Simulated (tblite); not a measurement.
Record of a relaxation.

Species: C6H10AlNO2.
Atom-mapped SMILES: `[CH3:1][C:2](=[O:3])[C:4]#[C:5][C@H:6]([CH:7]=[O:8])[AlH2-:9][NH3+:10]` (hydrogens: H11, H12, H13 on C1; H14 on C6; H15 on C7; H16, H17 on Al9; H18, H19, H20 on N10)
Bond orders are those of one Lewis drawing.

Computed with GFN2-xTB (tblite), gas phase: L-BFGS steps from a force-field or distance-geometry start until the largest atomic force falls under 0.01 eV/Å. 9 of its 194 geometries are shown.

Step 0: E = -815.1905 eV, largest atomic force 2.759 eV/Å
```
atom  x, y, z in Å  |  force x, y, z in eV/Å
C1      4.178    0.353    0.256   -1.233  -1.231   0.408
C2      3.001    1.155   -0.250    0.275   2.422  -0.990
O3      3.142    2.276   -0.776   -0.479  -2.306   0.974
C4      1.708    0.537   -0.068   -0.551  -0.418   0.133
C5      0.631   -0.010    0.104   -0.028   0.305  -0.083
C6     -0.661   -0.681    0.280    1.293  -1.117  -0.293
C7     -0.920   -1.643   -0.848    0.341  -1.057   1.370
O8     -1.073   -2.841   -0.628   -0.262   1.162  -0.606
Al9    -2.015    0.737    0.363    0.869   2.568   0.511
N10    -3.719   -0.116    0.067   -0.532  -1.530  -0.684
H11     4.051   -0.656   -0.235    0.449   0.827   0.695
H12     5.140    0.789    0.011   -0.189   0.057   0.119
H13     4.005    0.240    1.367    0.514  -0.025  -1.130
H14    -0.665   -1.253    1.253    0.304   0.198  -0.634
H15    -0.971   -1.227   -1.867    0.143   0.035   0.025
H16    -1.758    1.796   -0.791   -0.407  -0.410  -0.031
H17    -2.002    1.497    1.791   -0.332  -0.591  -0.354
H18    -3.665   -0.657   -0.852   -0.216   0.721   1.097
H19    -3.917   -0.832    0.806    0.001   0.594  -0.538
H20    -4.498    0.546    0.013    0.040  -0.204   0.012
```

Step 24: E = -815.9838 eV, largest atomic force 0.338 eV/Å
```
atom  x, y, z in Å  |  force x, y, z in eV/Å
C1      4.101    0.366    0.260    0.098  -0.006   0.033
C2      2.963    1.200   -0.279   -0.044  -0.048  -0.040
O3      3.107    2.250   -0.853    0.027   0.137  -0.074
C4      1.686    0.579   -0.064    0.194   0.048   0.024
C5      0.653   -0.022    0.122   -0.248  -0.217   0.074
C6     -0.541   -0.795    0.318    0.033   0.037  -0.026
C7     -0.941   -1.630   -0.811    0.098   0.180   0.076
O8     -1.628   -2.626   -0.711   -0.274  -0.177  -0.008
Al9    -1.857    0.817    0.383   -0.078   0.077  -0.051
N10    -3.629   -0.136    0.046   -0.061   0.066   0.071
H11     4.047   -0.623   -0.186    0.064  -0.075  -0.070
H12     5.072    0.820    0.048   -0.234  -0.014   0.017
H13     3.974    0.239    1.332    0.039   0.039   0.108
H14    -0.545   -1.354    1.269    0.118   0.078  -0.204
H15    -0.622   -1.280   -1.815    0.089   0.042   0.128
H16    -1.860    1.719   -0.868    0.065   0.068  -0.038
H17    -2.122    1.400    1.796    0.031  -0.064  -0.022
H18    -3.662   -0.660   -0.830    0.020  -0.018   0.047
H19    -3.807   -0.798    0.804   -0.038  -0.021  -0.054
H20    -4.393    0.544    0.035    0.099  -0.133   0.010
```

Step 48: E = -816.0706 eV, largest atomic force 0.144 eV/Å
```
atom  x, y, z in Å  |  force x, y, z in eV/Å
C1      4.141    0.406    0.294    0.064   0.014   0.010
C2      2.971    1.148   -0.314    0.020  -0.032   0.060
O3      3.085    2.183   -0.927   -0.073  -0.042  -0.031
C4      1.718    0.483   -0.090    0.117   0.053  -0.065
C5      0.682   -0.116    0.087   -0.074   0.007   0.057
C6     -0.571   -0.774    0.274    0.063   0.009   0.009
C7     -1.046   -1.563   -0.845    0.106   0.041   0.020
O8     -2.029   -2.291   -0.813   -0.067  -0.025  -0.032
Al9    -1.889    0.855    0.373    0.013  -0.053   0.000
N10    -3.636   -0.167    0.096   -0.019   0.017   0.003
H11     4.189   -0.593   -0.138    0.000  -0.013   0.054
H12     5.073    0.932    0.098   -0.062   0.024  -0.017
H13     3.996    0.313    1.369   -0.016  -0.043  -0.012
H14    -0.632   -1.308    1.232   -0.034   0.015  -0.049
H15    -0.480   -1.432   -1.784   -0.040  -0.026  -0.051
H16    -1.738    1.788   -0.846   -0.090   0.029  -0.003
H17    -2.047    1.370    1.820   -0.034   0.008   0.016
H18    -3.526   -0.737   -0.751    0.021  -0.030   0.011
H19    -3.763   -0.847    0.850    0.041   0.042   0.024
H20    -4.504    0.362    0.011    0.064   0.008  -0.003
```

Step 72: E = -816.1850 eV, largest atomic force 0.177 eV/Å
```
atom  x, y, z in Å  |  force x, y, z in eV/Å
C1      4.256    0.457    0.403    0.037   0.000   0.044
C2      3.035    0.933   -0.340    0.064  -0.063  -0.021
O3      3.066    1.838   -1.142   -0.049   0.018  -0.047
C4      1.819    0.219   -0.072    0.095   0.136  -0.061
C5      0.680   -0.181    0.008   -0.070   0.028  -0.053
C6     -0.654   -0.668    0.051   -0.018   0.103  -0.020
C7     -1.090   -1.461   -1.072   -0.037  -0.151   0.049
O8     -2.153   -2.085   -1.106    0.060   0.145  -0.037
Al9    -1.992    0.957    0.354   -0.028   0.033   0.005
N10    -3.611   -0.239    0.251    0.034   0.063  -0.017
H11     4.516   -0.543    0.056    0.002   0.018  -0.011
H12     5.084    1.139    0.211   -0.045  -0.084   0.032
H13     4.058    0.396    1.470   -0.025   0.018   0.046
H14    -0.924   -1.111    1.020    0.012  -0.138   0.063
H15    -0.412   -1.485   -1.942   -0.095   0.044   0.025
H16    -2.090    2.048   -0.732   -0.009  -0.061  -0.014
H17    -1.971    1.334    1.859    0.038  -0.005   0.003
H18    -3.316   -1.069   -0.321    0.078  -0.050  -0.020
H19    -3.827   -0.599    1.180   -0.056  -0.023   0.075
H20    -4.476    0.131   -0.140    0.012  -0.028  -0.044
```

Step 96: E = -816.2459 eV, largest atomic force 0.089 eV/Å
```
atom  x, y, z in Å  |  force x, y, z in eV/Å
C1      4.194    0.442    0.462   -0.036  -0.010  -0.007
C2      3.080    0.937   -0.430   -0.009   0.026  -0.030
O3      3.237    1.767   -1.298    0.004  -0.046   0.017
C4      1.813    0.315   -0.191   -0.037   0.001   0.006
C5      0.694   -0.127   -0.055    0.035   0.026  -0.023
C6     -0.620   -0.659    0.056    0.026  -0.013  -0.042
C7     -1.121   -1.362   -1.095    0.008  -0.022  -0.020
O8     -2.165   -2.021   -1.103    0.030   0.028   0.009
Al9    -1.994    0.930    0.409   -0.040   0.009  -0.002
N10    -3.592   -0.288    0.341   -0.004  -0.047   0.075
H11     4.438   -0.577    0.164    0.031  -0.004   0.017
H12     5.071    1.074    0.344   -0.005  -0.017   0.006
H13     3.877    0.422    1.501   -0.015   0.020   0.015
H14    -0.794   -1.212    0.993    0.014   0.037   0.012
H15    -0.535   -1.266   -2.022   -0.022   0.003   0.003
H16    -2.220    1.932   -0.745    0.008  -0.025  -0.010
H17    -1.806    1.406    1.864    0.002  -0.016   0.028
H18    -3.191   -1.152   -0.124   -0.008  -0.025  -0.014
H19    -4.039   -0.582    1.210    0.046   0.007  -0.031
H20    -4.331    0.033   -0.283   -0.029   0.067  -0.010
```

Step 121: E = -816.2712 eV, largest atomic force 0.053 eV/Å
```
atom  x, y, z in Å  |  force x, y, z in eV/Å
C1      4.150    0.480    0.580   -0.013  -0.006   0.012
C2      3.195    0.831   -0.539    0.021  -0.017  -0.040
O3      3.523    1.458   -1.522   -0.007  -0.008   0.017
C4      1.873    0.319   -0.355   -0.045  -0.015   0.021
C5      0.732   -0.072   -0.251    0.020   0.005   0.017
C6     -0.588   -0.569   -0.091   -0.024  -0.035  -0.007
C7     -1.163   -1.291   -1.196    0.042  -0.019  -0.021
O8     -2.197   -1.962   -1.122    0.030   0.023  -0.028
Al9    -2.023    0.911    0.443   -0.027   0.014  -0.017
N10    -3.593   -0.337    0.460    0.040  -0.004   0.033
H11     4.448   -0.561    0.461   -0.017  -0.028   0.000
H12     5.038    1.102    0.520    0.012   0.036  -0.021
H13     3.678    0.589    1.552   -0.045   0.018  -0.002
H14    -0.721   -1.105    0.865    0.001  -0.011   0.027
H15    -0.646   -1.206   -2.164   -0.008   0.021   0.021
H16    -2.393    1.914   -0.678    0.013   0.004   0.031
H17    -1.762    1.329    1.905    0.021   0.018  -0.004
H18    -3.198   -1.161   -0.078   -0.042   0.006  -0.031
H19    -4.010   -0.704    1.316    0.035   0.032  -0.010
H20    -4.350    0.045   -0.109   -0.007  -0.035   0.001
```

Step 145: E = -816.2918 eV, largest atomic force 0.072 eV/Å
```
atom  x, y, z in Å  |  force x, y, z in eV/Å
C1      4.044    0.544    0.649    0.007   0.033   0.004
C2      3.228    0.694   -0.617    0.017  -0.029  -0.028
O3      3.676    1.115   -1.661   -0.040  -0.011   0.059
C4      1.881    0.249   -0.455    0.031   0.036  -0.001
C5      0.737   -0.107   -0.293   -0.050  -0.030  -0.015
C6     -0.596   -0.567   -0.144   -0.005  -0.008   0.006
C7     -1.181   -1.216   -1.286    0.008   0.005  -0.005
O8     -2.233   -1.860   -1.262   -0.007   0.002  -0.005
Al9    -1.995    0.929    0.450    0.007   0.000  -0.002
N10    -3.522   -0.365    0.522   -0.009   0.020  -0.019
H11     4.338   -0.501    0.744    0.004   0.040   0.011
H12     4.938    1.162    0.593    0.001  -0.033  -0.018
H13     3.451    0.816    1.518    0.009  -0.003   0.011
H14    -0.753   -1.119    0.799    0.016  -0.015  -0.030
H15    -0.651   -1.083   -2.241   -0.003  -0.008  -0.013
H16    -2.399    1.972   -0.619    0.007  -0.020   0.032
H17    -1.647    1.302    1.909   -0.005   0.030  -0.008
H18    -3.175   -1.128   -0.134    0.002  -0.024   0.020
H19    -3.756   -0.807    1.411    0.004   0.007  -0.027
H20    -4.391   -0.019    0.114    0.005   0.008   0.030
```

Step 169: E = -816.3017 eV, largest atomic force 0.069 eV/Å
```
atom  x, y, z in Å  |  force x, y, z in eV/Å
C1      4.013    0.617    0.700    0.004  -0.004  -0.010
C2      3.230    0.628   -0.594   -0.015  -0.046   0.023
O3      3.705    0.952   -1.659    0.016   0.041  -0.053
C4      1.881    0.189   -0.442    0.010   0.000   0.006
C5      0.731   -0.176   -0.346   -0.011   0.004   0.009
C6     -0.607   -0.620   -0.211    0.016  -0.027  -0.012
C7     -1.236   -1.177   -1.378   -0.007  -0.016   0.002
O8     -2.309   -1.786   -1.361   -0.027  -0.001   0.017
Al9    -1.937    0.903    0.455   -0.017   0.019   0.011
N10    -3.475   -0.376    0.582   -0.037   0.014  -0.009
H11     4.248   -0.417    0.954   -0.008   0.013   0.011
H12     4.939    1.169    0.568   -0.003   0.001   0.034
H13     3.422    1.041    1.509    0.023   0.007  -0.017
H14    -0.758   -1.230    0.696    0.000   0.004  -0.007
H15    -0.732   -1.004   -2.340    0.023   0.011   0.005
H16    -2.395    1.935   -0.599    0.003   0.003  -0.007
H17    -1.515    1.317    1.880    0.009  -0.009  -0.001
H18    -3.184   -1.113   -0.127   -0.010   0.000   0.003
H19    -3.669   -0.852    1.464    0.005  -0.002  -0.030
H20    -4.357    0.012    0.245    0.025  -0.013   0.024
```

Step 193: E = -816.3048 eV, largest atomic force 0.010 eV/Å
```
atom  x, y, z in Å  |  force x, y, z in eV/Å
C1      3.995    0.644    0.708   -0.005   0.000   0.005
C2      3.223    0.621   -0.592   -0.001  -0.006  -0.002
O3      3.687    0.968   -1.654    0.000  -0.001   0.002
C4      1.887    0.141   -0.443   -0.003   0.005   0.002
C5      0.739   -0.230   -0.347    0.005   0.005   0.003
C6     -0.603   -0.666   -0.218    0.002   0.000  -0.003
C7     -1.250   -1.174   -1.397    0.001   0.003   0.002
O8     -2.346   -1.742   -1.395   -0.002  -0.008  -0.005
Al9    -1.905    0.882    0.457   -0.002  -0.004   0.001
N10    -3.467   -0.365    0.597    0.000  -0.004  -0.006
H11     4.163   -0.378    1.044   -0.005   0.004  -0.004
H12     4.952    1.138    0.559    0.001  -0.003   0.003
H13     3.420    1.161    1.474    0.008   0.003  -0.004
H14    -0.764   -1.292    0.675    0.001   0.002  -0.001
H15    -0.737   -0.992   -2.353   -0.007  -0.004   0.004
H16    -2.357    1.913   -0.602   -0.001   0.004   0.000
H17    -1.444    1.296    1.869    0.001  -0.004   0.003
H18    -3.207   -1.075   -0.153    0.000   0.007   0.002
H19    -3.638   -0.885    1.458    0.002   0.005   0.000
H20    -4.354    0.048    0.311    0.004  -0.003  -0.001
```

Problem. Summarise the path.

Solution. The energy falls by 107.51 kJ/mol from step 0 to step 193; nine tenths of that is first reached at step 75. It falls at every step. The largest force goes from 2.759 to 0.010 eV/Å. Among the bonds C6–Al9 changes most, from 1.963 to 2.133 Å; the atoms move by 0.879 Å rms after alignment.

Problem. Follow the three bonds and two angles with the largest change from start to end.

Solution. 
```json
{"step": "0", "E above end (kJ/mol)": "107.51", "largest force (eV/Å)": "2.759", "C6–Al9 (Å)": "1.963", "Al9–H17 (Å)": "1.617", "Al9–N10 (Å)": "1.929", "Al9–C6–H14 (°)": "109.1", "C6–Al9–N10 (°)": "106.5"}
{"step": "8", "E above end (kJ/mol)": "46.10", "largest force (eV/Å)": "0.379", "C6–Al9 (Å)": "2.049", "Al9–H17 (Å)": "1.562", "Al9–N10 (Å)": "2.115", "Al9–C6–H14 (°)": "111.5", "C6–Al9–N10 (°)": "98.7"}
{"step": "17", "E above end (kJ/mol)": "36.82", "largest force (eV/Å)": "0.225", "C6–Al9 (Å)": "2.078", "Al9–H17 (Å)": "1.545", "Al9–N10 (Å)": "2.038", "Al9–C6–H14 (°)": "118.0", "C6–Al9–N10 (°)": "100.3"}
{"step": "25", "E above end (kJ/mol)": "30.10", "largest force (eV/Å)": "0.648", "C6–Al9 (Å)": "2.080", "Al9–H17 (Å)": "1.556", "Al9–N10 (Å)": "2.035", "Al9–C6–H14 (°)": "112.2", "C6–Al9–N10 (°)": "100.5"}
{"step": "34", "E above end (kJ/mol)": "25.67", "largest force (eV/Å)": "0.148", "C6–Al9 (Å)": "2.085", "Al9–H17 (Å)": "1.549", "Al9–N10 (Å)": "2.022", "Al9–C6–H14 (°)": "111.5", "C6–Al9–N10 (°)": "100.4"}
{"step": "42", "E above end (kJ/mol)": "24.03", "largest force (eV/Å)": "0.149", "C6–Al9 (Å)": "2.096", "Al9–H17 (Å)": "1.548", "Al9–N10 (Å)": "2.031", "Al9–C6–H14 (°)": "108.8", "C6–Al9–N10 (°)": "99.8"}
{"step": "50", "E above end (kJ/mol)": "21.94", "largest force (eV/Å)": "0.115", "C6–Al9 (Å)": "2.107", "Al9–H17 (Å)": "1.551", "Al9–N10 (Å)": "2.026", "Al9–C6–H14 (°)": "106.1", "C6–Al9–N10 (°)": "97.9"}
{"step": "59", "E above end (kJ/mol)": "19.56", "largest force (eV/Å)": "0.264", "C6–Al9 (Å)": "2.118", "Al9–H17 (Å)": "1.554", "Al9–N10 (Å)": "2.006", "Al9–C6–H14 (°)": "102.7", "C6–Al9–N10 (°)": "95.0"}
{"step": "67", "E above end (kJ/mol)": "13.49", "largest force (eV/Å)": "0.216", "C6–Al9 (Å)": "2.140", "Al9–H17 (Å)": "1.550", "Al9–N10 (Å)": "2.002", "Al9–C6–H14 (°)": "94.1", "C6–Al9–N10 (°)": "92.0"}
{"step": "76", "E above end (kJ/mol)": "10.07", "largest force (eV/Å)": "0.164", "C6–Al9 (Å)": "2.117", "Al9–H17 (Å)": "1.554", "Al9–N10 (Å)": "2.010", "Al9–C6–H14 (°)": "94.4", "C6–Al9–N10 (°)": "92.7"}
{"step": "84", "E above end (kJ/mol)": "7.38", "largest force (eV/Å)": "0.118", "C6–Al9 (Å)": "2.113", "Al9–H17 (Å)": "1.552", "Al9–N10 (Å)": "2.003", "Al9–C6–H14 (°)": "97.8", "C6–Al9–N10 (°)": "93.4"}
{"step": "92", "E above end (kJ/mol)": "6.15", "largest force (eV/Å)": "0.077", "C6–Al9 (Å)": "2.138", "Al9–H17 (Å)": "1.546", "Al9–N10 (Å)": "2.006", "Al9–C6–H14 (°)": "97.3", "C6–Al9–N10 (°)": "93.5"}
{"step": "101", "E above end (kJ/mol)": "5.33", "largest force (eV/Å)": "0.061", "C6–Al9 (Å)": "2.130", "Al9–H17 (Å)": "1.543", "Al9–N10 (Å)": "2.009", "Al9–C6–H14 (°)": "97.6", "C6–Al9–N10 (°)": "93.3"}
{"step": "109", "E above end (kJ/mol)": "4.72", "largest force (eV/Å)": "0.075", "C6–Al9 (Å)": "2.134", "Al9–H17 (Å)": "1.544", "Al9–N10 (Å)": "2.000", "Al9–C6–H14 (°)": "94.8", "C6–Al9–N10 (°)": "93.6"}
{"step": "117", "E above end (kJ/mol)": "3.60", "largest force (eV/Å)": "0.205", "C6–Al9 (Å)": "2.134", "Al9–H17 (Å)": "1.543", "Al9–N10 (Å)": "1.996", "Al9–C6–H14 (°)": "92.1", "C6–Al9–N10 (°)": "95.0"}
{"step": "126", "E above end (kJ/mol)": "2.70", "largest force (eV/Å)": "0.100", "C6–Al9 (Å)": "2.139", "Al9–H17 (Å)": "1.544", "Al9–N10 (Å)": "2.006", "Al9–C6–H14 (°)": "93.1", "C6–Al9–N10 (°)": "95.1"}
{"step": "134", "E above end (kJ/mol)": "2.09", "largest force (eV/Å)": "0.105", "C6–Al9 (Å)": "2.137", "Al9–H17 (Å)": "1.546", "Al9–N10 (Å)": "2.010", "Al9–C6–H14 (°)": "92.4", "C6–Al9–N10 (°)": "94.7"}
{"step": "143", "E above end (kJ/mol)": "1.35", "largest force (eV/Å)": "0.059", "C6–Al9 (Å)": "2.135", "Al9–H17 (Å)": "1.547", "Al9–N10 (Å)": "2.003", "Al9–C6–H14 (°)": "91.3", "C6–Al9–N10 (°)": "93.3"}
{"step": "151", "E above end (kJ/mol)": "0.94", "largest force (eV/Å)": "0.035", "C6–Al9 (Å)": "2.133", "Al9–H17 (Å)": "1.544", "Al9–N10 (Å)": "1.999", "Al9–C6–H14 (°)": "91.7", "C6–Al9–N10 (°)": "92.1"}
{"step": "159", "E above end (kJ/mol)": "0.71", "largest force (eV/Å)": "0.036", "C6–Al9 (Å)": "2.134", "Al9–H17 (Å)": "1.546", "Al9–N10 (Å)": "2.004", "Al9–C6–H14 (°)": "92.1", "C6–Al9–N10 (°)": "91.5"}
{"step": "168", "E above end (kJ/mol)": "0.35", "largest force (eV/Å)": "0.047", "C6–Al9 (Å)": "2.130", "Al9–H17 (Å)": "1.544", "Al9–N10 (Å)": "2.003", "Al9–C6–H14 (°)": "92.9", "C6–Al9–N10 (°)": "92.3"}
{"step": "176", "E above end (kJ/mol)": "0.08", "largest force (eV/Å)": "0.021", "C6–Al9 (Å)": "2.133", "Al9–H17 (Å)": "1.542", "Al9–N10 (Å)": "2.003", "Al9–C6–H14 (°)": "93.4", "C6–Al9–N10 (°)": "92.7"}
{"step": "185", "E above end (kJ/mol)": "0.03", "largest force (eV/Å)": "0.016", "C6–Al9 (Å)": "2.132", "Al9–H17 (Å)": "1.541", "Al9–N10 (Å)": "2.004", "Al9–C6–H14 (°)": "93.8", "C6–Al9–N10 (°)": "92.6"}
{"step": "193", "E above end (kJ/mol)": "0.00", "largest force (eV/Å)": "0.010", "C6–Al9 (Å)": "2.133", "Al9–H17 (Å)": "1.541", "Al9–N10 (Å)": "2.004", "Al9–C6–H14 (°)": "93.8", "C6–Al9–N10 (°)": "92.6"}
```

The cost below is that of the whole relaxation. Hardware: Arm Neoverse N1, one thread, shared host with 64 logical CPUs at a one-minute load of 56. Cost: 3.0 s wall.
